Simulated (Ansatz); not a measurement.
# Which level was it?

C2H6In has 9 atoms, charge 0, and is taken as a doublet. SMILES: `C[In]C`. The coordinates come from a PBE0-D4/def2-TZVP relaxation.

```xyz
9

C     0.4563    1.8159    0.1834
In    0.2776    0.0503   -1.1135
C    -0.4505   -1.8148   -0.2067
H    -0.5270    2.0361    0.6072
H     0.8219    2.6865   -0.3585
H     1.1439    1.5788    0.9995
H    -1.4452   -1.6334    0.2088
H    -0.5009   -2.6284   -0.9284
H     0.2240   -2.0910    0.6081
```

A calculation with Ansatz 0.2.0 gave:

| Quantity | Value |
| --- | --- |
| total energy | -5761.1475 Eh |
| HOMO energy | -4.35 eV |
| LUMO energy | 5.68 eV |
| ⟨S²⟩ | 0.753 |

**Question.** Which of these levels gave the numbers?
A. HF/3-21G
B. CAM-B3LYP/def2-SVPD (core potential)
C. HF/STO-3G
D. wB97X/def2-SVPD (core potential)

**Answer.** C. The others give -269.7766 Eh (CAM-B3LYP/def2-SVPD (core potential)), -269.8625 Eh (wB97X/def2-SVPD (core potential)), -5793.5018 Eh (HF/3-21G).
